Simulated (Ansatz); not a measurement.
`O[SiH](O)O[SiH](O)F` and `C[SiH](O)O[SiH](O)O` differ in one atom or group.

Ansatz, PBE0-D4/def2-TZVP geometries, multiplicity 1. Each molecule was computed in one conformer, which needn't be the lowest.

```
                                        property  `O[SiH](O)O[SiH](O)F`
size of the dipole moment (B3LYP/def2-TZVPP) / D                   0.68
              HOMO energy (PBE0/def2-TZVPP) / eV                  -9.34
         HOMO–LUMO gap (ωB97M-V/def2-TZVPP) / eV                  13.75
           HOMO energy (ωB97M-V/def2-TZVPP) / eV                 -11.72
           HOMO–LUMO gap (B3LYP/def2-TZVPP) / eV                   9.32
           LUMO energy (ωB97M-V/def2-TZVPP) / eV                   2.03
```

Q: What does the change do to each property? (Estimate.)

A: Ansatz gave: 
```tsv
property	`C[SiH](O)O[SiH](O)O`	shift
size of the dipole moment (B3LYP/def2-TZVPP) / D	2.43	1.75
HOMO energy (PBE0/def2-TZVPP) / eV	-8.18	1.16
HOMO–LUMO gap (ωB97M-V/def2-TZVPP) / eV	12.54	-1.21
HOMO energy (ωB97M-V/def2-TZVPP) / eV	-10.48	1.24
HOMO–LUMO gap (B3LYP/def2-TZVPP) / eV	8.22	-1.10
LUMO energy (ωB97M-V/def2-TZVPP) / eV	2.06	0.03
```

With PBE0 the HOMO rises by 1.16 eV and the LUMO rises by 0.05 eV, so the gap narrows by about 1.11 eV. PBE moves the HOMO by 0.98 eV and ωB97M-V by 1.24 eV. Dipoles are sizes alone; their direction can turn.

B3LYP here is the variant with VWN-RPA as its local correlation; programs differ in this.
